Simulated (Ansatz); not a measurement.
Coupled-cluster diagnostics for B(NMe2Et)H3 (C4H14BN), Ansatz.

Geometry of the singlet (PBE-D4/def2-SVP):

| atom | x (Å) | y (Å) | z (Å) |
| --- | --- | --- | --- |
| B1 | -0.4702 | -0.8413 | -1.3901 |
| C2 | -0.4869 | -1.4232 | 1.0853 |
| C3 | 1.5115 | -0.4110 | 0.1779 |
| C4 | -0.5269 | 0.9277 | 0.5365 |
| C5 | -0.1376 | 2.1042 | -0.3440 |
| N6 | 0.0274 | -0.4113 | 0.1260 |
| H7 | -0.1880 | -1.1652 | 2.1237 |
| H8 | -0.0857 | -2.4137 | 0.8075 |
| H9 | -1.5885 | -1.4568 | 1.0076 |
| H10 | 1.9044 | 0.3059 | -0.5629 |
| H11 | 1.8704 | -0.1450 | 1.1950 |
| H12 | 1.8692 | -1.4194 | -0.0967 |
| H13 | -1.6276 | 0.8034 | 0.5309 |
| H14 | -0.2127 | 1.1075 | 1.5900 |
| H15 | -0.6398 | 3.0138 | 0.0420 |
| H16 | -0.4559 | 1.9416 | -1.3905 |
| H17 | 0.9529 | 2.3031 | -0.3346 |
| H18 | -0.0980 | -2.0092 | -1.5317 |
| H19 | 0.0814 | -0.0849 | -2.1891 |
| H20 | -1.6995 | -0.7264 | -1.3829 |

Correlated methods freeze 6 core orbitals. Another isomer (singlet) lies 1.23 eV lower at PBE0-D4/def2-TZVP; other spin states weren't run for this one.

Problem. Estimate the CCSD(T) correlation energy, the shares of MP2 and (T), T1 and the reference's ⟨S²⟩ for: charge 0, singlet, own geometry in def2-SVP; and the rough time on 4 threads of Arm Neoverse V1 on a shared host.

Solution. 
```csv
state,basis,correlation (eV),MP2 share (%),(T) share (%),T1,⟨S²⟩ (pure),wall time
"charge 0, singlet, own geometry",def2-SVP,-27.032,88.4,2.9,0.008,0.00 (0.00),41 s
```
Customary marks for T1 are 0.02 (closed shells), 0.045 (open shells) and about 0.05 (3d metals). T1 stays under 0.02 throughout.
